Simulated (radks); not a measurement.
The numbers below are computed, except where a source is named.
Task: Ho XXX, configuration [Kr] 4d2. Code: a radial shooting solver on a logarithmic mesh with Libxc functionals. Model: scalar-relativistic Kohn-Sham, PBE, spin-polarised, spherical densities, point nucleus; open shells are filled with parallel spins first. Some entries of the table are withheld. Estimate them.

| orbital | occ. | eigenvalue (hartree) | <1/r> (bohr^-1) |
|---|---|---|---|
| 1s up | 1 | -2078.142 | 76.07 |
| 1s down | 1 | -2078.142 | 76.07 |
| 2s up | 1 | -379.7946 | 17.70 |
| 2s down | 1 | -379.7266 | 17.70 |
| 2p up | 3 | -340.8622 | 16.39 |
| 2p down | 3 | -340.8081 | 16.39 |
| 3s up | 1 | -113.7273 | 6.575 |
| 3s down | 1 | -113.6934 | 6.576 |
| 3p up | 3 | -101.8236 | 6.159 |
| 3p down | 3 | -101.7855 | 6.160 |
| 3d up | 5 | (1) | 5.843 |
| 3d down | 5 | (2) | 5.843 |
| 4s up | 1 | -48.62574 | 3.053 |
| 4s down | 1 | -48.43006 | 3.052 |
| 4p up | 3 | (3) | 2.871 |
| 4p down | 3 | (4) | 2.870 |
| 4d up | 2 | -38.63705 | 2.680 |
| 4d down | 0 | -38.44614 | 2.679 |

Result: 
(1) 3d up eigenvalue (hartree): -86.96553
(2) 3d down eigenvalue (hartree): -86.90818
(3) 4p up eigenvalue (hartree): -44.29214
(4) 4p down eigenvalue (hartree): -44.09882
